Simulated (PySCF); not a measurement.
## Peak assignment

Numbering as in the mapped SMILES `[CH3:1][c:2]1[n:3][o:4][c:5]([O:6][C:7]([F:8])([F:9])[F:10])[n:11]1`; H(Xn) means a hydrogen on atom n.

- GIAO PBE0/pcSseg-1 shieldings
- GFN2-xTB structure
- code: PySCF
- relativity neglected, fast rotation and ring inversion assumed for equivalent nuclei, a single conformation, isolated molecule

Chemical shifts δ = σref − σ; ¹³C (186.93 ppm) vs TMS, all at this level.

Question: Assign these signals to the numbered atoms. ¹³C{¹H} NMR (computed): δ 177.0, 173.3, 129.1, 14.6.

Answer: 
177.0 → C5, aromatic carbon bearing oxygen: σ withdrawal by the attached heteroatom moves it downfield of the ring CH carbons
173.3 → C2, substituted aromatic carbon next to a ring nitrogen
129.1 → C7, CF3 carbon: 4 electronegative neighbours deshield it
14.6 → C1, methyl carbon on an aromatic ring: aliphatic region, no heteroatom directly attached

Splittings by ¹⁹F in the carbon and heteronuclear signals aren't shown, as no couplings were computed. Shifts are as computed. Against solution values, carbons near 30 ppm lie about +3 ppm off and those near 130 ppm about +5 ppm. Of 1211 compounds with measured shifts, 218 miss one by over three times the rms of a fit or turn the order of signals round; such compounds aren't used in these exercises.
